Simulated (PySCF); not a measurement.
Orbital energies and ionisation energy

CH7FGeSi.
Z-matrix (Å and degrees, PBE0-D3(BJ)/def2-SVP geometry), rows numbered from 1:
```
F 
C   1  1.3948
Si  2  1.8998  1  108.68
Ge  2  1.9771  1  107.89  3   124.92
H   2  1.1058  1  108.36  3  -118.55
H   3  1.4950  2  108.59  1  -175.71
H   3  1.4924  2  109.74  1    64.66
H   3  1.4927  2  109.91  1   -55.64
H   4  1.5372  2  109.00  1   -63.08
H   4  1.5399  2  109.37  1   176.92
H   4  1.5373  2  108.95  1    56.63
```

Level: PBE0/def2-SVPD (PySCF). Frontier orbitals with their largest atomic shares (Löwdin; up to four atoms above 4 %):

```json
{"orbital": "HOMO−3", "ε (eV)": "-9.74", "main atoms": "Ge4 26 %, H9 21 %, Si3 16 %, H7 14 %"}
{"orbital": "HOMO−2", "ε (eV)": "-9.66", "main atoms": "Ge4 28 %, H10 18 %, Si3 16 %, H11 14 %"}
{"orbital": "HOMO−1", "ε (eV)": "-9.07", "main atoms": "C2 24 %, F1 19 %, Ge4 13 %, Si3 11 %"}
{"orbital": "HOMO", "ε (eV)": "-8.26", "main atoms": "?"}
{"orbital": "LUMO", "ε (eV)": "0.07", "main atoms": "Ge4 24 %, Si3 21 %, C2 11 %, H10 6 %"}
{"orbital": "LUMO+1", "ε (eV)": "0.25", "main atoms": "Ge4 28 %, Si3 18 %, H11 14 %, C2 11 %"}
{"orbital": "LUMO+2", "ε (eV)": "0.50", "main atoms": "Ge4 32 %, Si3 16 %, H10 14 %, C2 8 %"}
```

Q: What vertical ionisation energy does ΔSCF give, and how far is −ε(HOMO) from it?

A: ΔSCF: 10.23 eV (987 kJ/mol; threshold wavelength 121 nm); ⟨S²⟩ of the doublet left behind is 0.755, against 0.75 for a pure doublet. −ε(HOMO) is 8.26 eV, 1.97 eV below it. For the exact functional −ε(HOMO) would equal the first vertical ionisation energy; PBE0 (global hybrid, 25 % exact exchange) falls short of its own ΔSCF value by 19 %.

Q: On which atoms does the HOMO lie?

A: C2 (sp3 C–F carbon) 32 %, F1 (alkyl fluorine) 22 %, Ge4 (germanium bonded to C and 3 H) 17 %, Si3 (SiH3 silicon) 13 %, so no atom holds as much as 40 %. The HOMO−1 lies 0.81 eV lower.

Q: With α = 74.4 au, estimate the like-pair dispersion coefficient by London's formula C6 = (3/4)α²I.

A: I = 0.3759 Eh, so C6 ≈ 1560 au, a rough estimate.

Q: What kinetic energy would electrons from this vertical process carry with He II light (40.814 eV)?

A: 40.81 − 10.23 = 30.58 eV.

Isolated species at its PBE0-D3(BJ)/def2-SVP geometry, gas phase. The calculation is non-relativistic, for germanium too.
